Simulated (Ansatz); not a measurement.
Stepwise reaction of `[NH2][Ga]([NH2])[NH2]` with hydrogen sulfide, as a gas-phase model of exchange steps in deposition or etching. ΔE in kJ/mol; ΔG adds harmonic PBE0-D4 terms to CCSD(T)/CBS, at 1 bar.

Calculated with Ansatz (gas phase, PBE0-D4/def2-TZVP geometries, no zero-point term in ΔE). CCSD(T)/CBS is the MP2 limit (def2-TZVPP, def2-QZVPP) plus CCSD(T) − MP2 in def2-TZVPP, frozen cores. This one scheme is used for every species. Functionals use def2-TZVPP. B3LYP here is the variant with VWN-RPA as its local correlation; programs differ in this. For Ga outer-core shells are correlated without core-valence functions, which leaves a few kJ/mol of doubt a bond. Scalar relativity is left out up to krypton. Each species was taken in one conformer, which may not be the lowest.

| step | reaction | PBE-D4 | B3LYP-D4 | ωB97M-V | CCSD(T)/CBS | ΔG(500 K) |
| --- | --- | --- | --- | --- | --- | --- |
| 1 | `[NH2][Ga]([NH2])[NH2]` + H₂S → `[NH2][Ga]([NH2])[SH]` + NH₃ | -65.8 | -61.6 | -60.8 | -58.0 | -48.9 |
| 2 | `[NH2][Ga]([NH2])[SH]` + H₂S → `[NH2][Ga]([SH])[SH]` + NH₃ | -64.6 | -60.2 | -58.5 | -56.2 | -45.8 |
| 3 | `[NH2][Ga]([SH])[SH]` + H₂S → `[SH][Ga]([SH])[SH]` + NH₃ | -60.4 | -55.8 | -53.4 | -51.9 | -35.8 |

Question: By hand: ΔE of the 3 steps together at CCSD(T)/CBS.

Answer: (-58.0) + (-56.2) + (-51.9) = -166.1 kJ/mol, or -55.4 kJ/mol a step.

In ΔE step 1 is the lowest and step 3 the highest. All are downhill at CCSD(T)/CBS. ΔG lies between -48.9 and -35.8 kJ/mol a step. PBE-D4 differs from CCSD(T)/CBS by -8.5 to -7.8 kJ/mol a step. Isolated molecules leave out the surface, adducts and barriers. Largest T1 diagnostic: 0.012.
